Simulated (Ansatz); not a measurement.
Gas-phase reaction in SMILES: [H]/[C]=C\C(F)(F)F → C=C(F)[C](F)F

Wanted: isomerisation energy (electronic), in kcal/mol. Terms: open shells spin-unrestricted; non-relativistic; spin-orbit terms left out; six Cartesian d functions in 6-31G* and its kin unless marked 5d; dispersion terms only where a functional's name holds one. First-principles rows: single points at B3LYP-D3(BJ) geometries (Ansatz, an electronic-structure program).

```tsv
species	coefficient	E at B3LYP/6-31G* (Ansatz), Eh	E at wB97M-V/def2-TZVPD (Ansatz), Eh
[H]/[C]=C\C(F)(F)F	-1	-414.93666	-415.01859
C=C(F)[C](F)F	+1	-414.95114	-415.03041
```

 1 Eh = 627.5095 kcal/mol.

Q: Compute it at each level from the table.

A: 
- B3LYP/6-31G*: the sum of coefficient times E is -0.01448 Eh, or -9.09 kcal/mol. Result: -9.1 kcal/mol.
- wB97M-V/def2-TZVPD: the sum of coefficient times E is -0.01182 Eh, or -7.42 kcal/mol. Result: -7.4 kcal/mol.
